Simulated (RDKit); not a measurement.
Input file for RDKit: UFF on BFH2OSe (SMILES OB(F)[SeH]), a point of a torsion scan.

```python
from rdkit import Chem
from rdkit.Chem import AllChem, rdDetermineBonds

blocks = [
'''6

O    -0.92653092   -0.80661632    0.31268286
B    -0.21816442    0.29157002    0.08737102
F    -0.74447213    1.33149465   -0.55047218
Se    1.55525714    0.42879765    0.84593440
H    -1.82390801   -0.85542847   -0.02097670
H     1.31687141   -0.50308009    1.91097763
''',
]
mol = None
for b in blocks:
    f = Chem.MolFromXYZBlock(b)
    rdDetermineBonds.DetermineBonds(f, charge=0)
    mol = f if mol is None else Chem.CombineMols(mol, f)
Chem.SanitizeMol(mol)
print(Chem.MolToSmiles(Chem.RemoveHs(mol)))
ff = AllChem.UFFGetMoleculeForceField(mol, vdwThresh=100.0, ignoreInterfragInteractions=False)
e = ff.CalcEnergy()
print(f'UFF energy {e:.6f} kcal/mol')
```

Output:

```
OB(F)[SeH]
UFF energy 35.177388 kcal/mol
```

The run finished.

Cost: about 0.010 core-seconds (a rough figure).
